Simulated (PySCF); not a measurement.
# Gallium: a sound run and one with changed settings

Sound run: Ga [Ar] 3d10 4s2 4p1, Ga⁺ [Ar] 3d10 4s2. Calculation: PySCF 2.14, in aug-cc-pVDZ-PP with ECP10MDF (5s4p3d, 32 functions); scalar relativity through the core potential. The sound run starts from symmetry-adapted Hartree-Fock orbitals and uses a fine grid where one is needed.

Changed run: initial guess atom, at most 5 SCF cycles. This setting is unsound on purpose.

```json
{"species": "Ga", "method": "UHF", "sound run (hartree)": "-258.29123", "changed run (hartree)": "-258.29123", "converged": "no"}
{"species": "Ga", "method": "BP86", "sound run (hartree)": "-259.57604", "changed run (hartree)": "-259.57604", "converged": "no"}
{"species": "Ga", "method": "r2SCAN", "sound run (hartree)": "-259.33157", "changed run (hartree)": "-259.33157", "converged": "no"}
{"species": "Ga⁺", "method": "UHF", "sound run (hartree)": "-258.08833", "changed run (hartree)": "-258.08833", "converged": "no"}
{"species": "Ga⁺", "method": "BP86", "sound run (hartree)": "-259.35433", "changed run (hartree)": "-259.35433", "converged": "no"}
{"species": "Ga⁺", "method": "r2SCAN", "sound run (hartree)": "-259.10859", "changed run (hartree)": "-259.10859", "converged": "no"}
```

The SCF was stopped early; the energies are upper bounds that still move, and correlated levels were skipped or rest on poor orbitals.
